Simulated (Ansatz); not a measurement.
Input and output for H8MgN2Si2 (`[NH2][Mg][N]([SiH3])[SiH3]`).

```yaml
crystal:
  periodic: [false, false, false]
  atoms:
    - {symbol: N, position_ang: [-0.568782, 2.950694, -1.223287]}
    - {symbol: Mg, position_ang: [-0.239696, 1.244117, -0.515540]}
    - {symbol: N, position_ang: [0.098505, -0.506188, 0.210826]}
    - {symbol: Si, position_ang: [0.612233, -0.573304, 1.837099]}
    - {symbol: Si, position_ang: [-0.146536, -1.827475, -0.841428]}
    - {symbol: H, position_ang: [-0.520380, 3.824994, -0.722735]}
    - {symbol: H, position_ang: [-0.826790, 3.163704, -2.174788]}
    - {symbol: H, position_ang: [1.968213, -1.168015, 2.017887]}
    - {symbol: H, position_ang: [-0.319046, -1.317172, 2.734020]}
    - {symbol: H, position_ang: [0.676133, 0.841238, 2.335917]}
    - {symbol: H, position_ang: [-0.592374, -1.261733, -2.158754]}
    - {symbol: H, position_ang: [-1.204908, -2.774646, -0.385673]}
    - {symbol: H, position_ang: [1.083728, -2.630816, -1.098641]}
basis:
  gaussian: {orbitals: LANL2DZ}
hamiltonian: {xc: {name: LC-wPBE}}
scf: {lower_state_search: light}
output: {forces: true}
```

```sh
$ ansatz run in.yaml --threads 2 --pin off --events-out ev --progress --plain --max-ram 32768MiB --backend cpu
```

Shortened log:

```
Error: <dir> can't be read: No such file or directory (os error 2)
```
